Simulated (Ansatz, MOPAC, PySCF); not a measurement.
The molecule K2, closed-shell singlet (the spin of the measured ground state). No spin–orbit coupling. K is treated without relativity.

The constants come from a fifth-degree fit in 1/R (seven points, main isotopes). Runs in def2 and cc sets follow the lowest solution found near the PBE0 minimum. The singlet is held restricted. HF and MP2 rows in def2 and cc sets belong to the determinant that coupled cluster picked by its CCSD energy.

Correlated levels freeze the inner cores; with def2 sets outer-core shells near the valence are correlated too. Rows in 6-31G* carry no dispersion term and start afresh at each structure (6-31G* with six Cartesian d functions); the Pople sets are all-electron and without relativity. The state that AM1 reach isn't checked.

Programs: Ansatz (an electronic-structure program); MOPAC for AM1 (differences of heats of formation); PySCF for 6-31G* rows. 

D_e counts from each atom's lowest state at the same level, without counterpoise or zero-point energy.

| level | r_e (Å) | ω_e (cm⁻¹) | ω_e x_e (cm⁻¹) | D_e (eV) |
|---|---|---|---|---|
| AM1 | 3.918 | 142 | 0.18 | - |
| HF/def2-TZVPP | 4.195 | 86 | 0.18 | - |
| BP86/6-31G* | 3.985 | 87 | 0.27 | - |
| BHLYP/def2-TZVPP | 3.977 | 92 | 0.23 | 0.45 |
| wB97X-V/def2-TZVPP | 3.983 | 97 | 0.20 | 0.50 |
| MP2/def2-QZVPP | 3.895 | 98 | 0.21 | - |
| CCSD(T)/def2-TZVPP | 4.008 | (withheld) | 0.27 | 0.51 |
| CCSD(T)/def2-QZVPP | (withheld) | (withheld) | 0.28 | 0.55 |

### Question
Fill in the missing entries.

### Answer

- CCSD(T)/def2-QZVPP, r_e (Å): 3.956
- CCSD(T)/def2-QZVPP, ω_e (cm⁻¹): 92
- CCSD(T)/def2-TZVPP, ω_e (cm⁻¹): 87

Measured for the ground state: r_e 3.9051 Å, ω_e 92.021 cm-1, ω_e x_e 0.2829 cm-1, B_e 0.056743 cm-1, α_e 0.000165 cm-1 [Huber and Herzberg (1979), NIST Chemistry WebBook].

Doubts at one or more of the structures used: a restricted determinant that unrestricted orbitals would lower (HF/def2-TZVPP, MP2/def2-QZVPP, CCSD(T)/def2-TZVPP, CCSD(T)/def2-QZVPP).
